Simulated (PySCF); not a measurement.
An excited-state job on `[H]/N=C\c1ccc[n+]([GaH3-])c1`.

Method: TDDFT B3LYP/def2-SVPD, vertical, gas phase, core orbitals frozen in the response (PySCF 2.14.0, density-fitted response routines). Geometry: PBE0-D3(BJ)/def2-SVP. The command runs a driver script over a list of jobs; the input below is this job's line of settings and its coordinates in Å.

Command:
```bash
OMP_NUM_THREADS=1 python probes_run.py task.json out
```

Input:
```
{"job": {"kind": "uv", "xc": "B3LYP", "basis": "def2-SVPD", "ip": true, "dynamic": false}, "charge": 0, "multiplicity": 1}
N     -3.259302    -1.763363     0.485347
C     -1.993875    -1.710831     0.436222
C     -1.130945    -0.544288     0.140362
C     -1.624601     0.731656    -0.155729
C     -0.736950     1.765397    -0.422172
C      0.629326     1.501338    -0.385297
N      1.104636     0.286980    -0.100426
Ga     3.213999    -0.052858     0.005314
C      0.255523    -0.709390     0.152394
H     -3.685708    -0.850986     0.286597
H     -1.441260    -2.644021     0.637940
H     -2.702354     0.915969    -0.181096
H     -1.090917     2.769849    -0.659587
H      1.374851     2.273725    -0.592885
H      3.209872    -1.568290    -0.455936
H      3.666924     1.061417    -1.025204
H      3.448203     0.238025     1.543596
H      0.706258    -1.683420     0.368289
```

Estimate the output.

```
coarse grid: 70984 points
cycle   1  E = -2267.8913065585  dE =  6.897e-01  |g| = 6.297e-01  |ddm| = 1.461e+01
cycle   2  E = -2267.7938946972  dE =  9.741e-02  |g| = 9.494e-01  |ddm| = 4.944e+00
cycle   3  E = -2267.9511281145  dE = -1.572e-01  |g| = 2.086e-01  |ddm| = 3.467e+00
cycle   4  E = -2267.9606182348  dE = -9.490e-03  |g| = 5.652e-02  |ddm| = 6.481e-01
cycle   5  E = -2267.9611845821  dE = -5.663e-04  |g| = 1.325e-02  |ddm| = 1.834e-01
cycle   6  E = -2267.9612168596  dE = -3.228e-05  |g| = 7.193e-03  |ddm| = 7.304e-02
cycle   7  E = -2267.9612308306  dE = -1.397e-05  |g| = 1.316e-03  |ddm| = 2.126e-02
cycle   8  E = -2267.9612312803  dE = -4.497e-07  |g| = 4.168e-04  |ddm| = 5.105e-03
final grid: 150872 points
cycle   9  E = -2267.9612148408  dE = -3.254e-08  |g| = 7.126e-04  |ddm| = 2.633e-02
cycle  10  E = -2267.9612145141  dE =  3.267e-07  |g| = 1.385e-03  |ddm| = 4.903e-03
cycle  11  E = -2267.9612149536  dE = -4.395e-07  |g| = 1.499e-04  |ddm| = 3.280e-03
cycle  12  E = -2267.9612149590  dE = -5.480e-09  |g| = 1.808e-05  |ddm| = 4.419e-04
cycle  13  E = -2267.9612149591  dE = -7.412e-11  |g| = 6.741e-06  |ddm| = 8.896e-05
converged SCF energy = -2267.9612149591

Static polarisability (au): isotropic 122.411, principal 80.084 124.188 162.961

Singlet excitations
state   eV       nm        f      main configurations
  1   3.6382    340.8   0.02066   H->L 0.99
  2   3.7423    331.3   0.00112   H-1->L 0.99
  3   4.1388    299.6   0.00092   H-2->L 0.96
  4   4.2297    293.1   0.01332   H->L+1 0.97
  5   4.3622    284.2   0.00335   H-1->L+1 0.98
  6   4.9816    248.9   0.14294   H-3->L 0.74, H-3->L+1 0.12
  7   5.0339    246.3   0.00167   H-2->L+1 0.88
  8   5.1697    239.8   0.00153   H-4->L 0.90
  9   5.5899    221.8   0.16240   H-3->L+1 0.41, H-5->L 0.38, H-3->L 0.18
 10   5.7388    216.0   0.00064   H-4->L+1 0.97

Triplet excitations (Tamm-Dancoff, eV): 3.4283 3.5803 3.6707 3.7398
Vertical ionisation energy (delta-SCF) = 9.3219 eV
Vertical electron affinity (delta-SCF) = 1.1233 eV
```

The SCF starts on a coarse grid where the log names one; the energy can jump when the final grid takes over, and dE then counts from the start density on the new grid. H and L stand for HOMO and LUMO; the number after each pair is its weight.

How does the lowest singlet excitation compare with the HOMO–LUMO gap?

HOMO -7.19 eV and LUMO -2.94 eV give a gap of 4.25 eV; S1 at 3.64 eV lies 0.61 eV below it.

Give the mean polarisability as a volume in Å³, and the ratio of the largest to the smallest principal value.

122.411 au × 0.148185 = 18.14 Å³; 162.961/80.084 = 2.03.

Main results: HOMO -7.19 eV, LUMO -2.94 eV; lowest singlet 3.64 eV; lowest triplet 3.43 eV (Tamm–Dancoff); mean polarisability 122.4 au.

 The B3LYP/def2-SVPD calculation is non-relativistic and has no spin–orbit coupling, an omission that weighs most on gallium.

How long does this job take on an Arm Neoverse N1 with one thread, no GPU, shared host with 64 logical CPUs at a one-minute load of 60? And the peak memory of the process?

About 17 min, with 1.2 GiB resident at the peak, the Python interpreter and its libraries included.

One conformer stands for the species.
Labels such as C1 count atoms from 1, the log's own numbers from 0.
